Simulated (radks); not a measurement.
Question: Coherent X-ray form factor from a spherical all-electron density. All-electron calculation, Dirac Kohn-Sham, relativistic LDA (MacDonald-Vosko exchange, VWN5 correlation), spin-unpolarised, spherical densities, finite nucleus; Fermi nuclear charge, rms radius of each element as measured or else 0.836 A^(1/3) + 0.57 fm. Program: a radial shooting solver on a logarithmic mesh with Libxc functionals.

sin(theta)/lambda (1/angstrom)  f0 (electrons)
0.05                                    28.859
0.1                                     28.447
0.15                                    27.788
0.2                                     26.920
0.25                                    25.889
0.3                                     24.739
0.4                                     22.249
0.5                                     19.715
0.6                                     17.303
0.8                                     13.184
1                                       10.196
1.25                                     7.873
1.5                                      6.578
2                                        5.185

The species is in the configuration that NIST lists as its ground one. Which atom or ion scatters so?

Answer: The rubidium ion Rb8+, [Ar] 3d10 4s1. Extrapolating in s^2 from the first two rows gives f0(0) = 29.0, near the electron count 29; among species with that count, the fall with angle is slower the higher Z, and the table is that of Z = 37; from so few rows the species is fixed only to a neighbour or two.
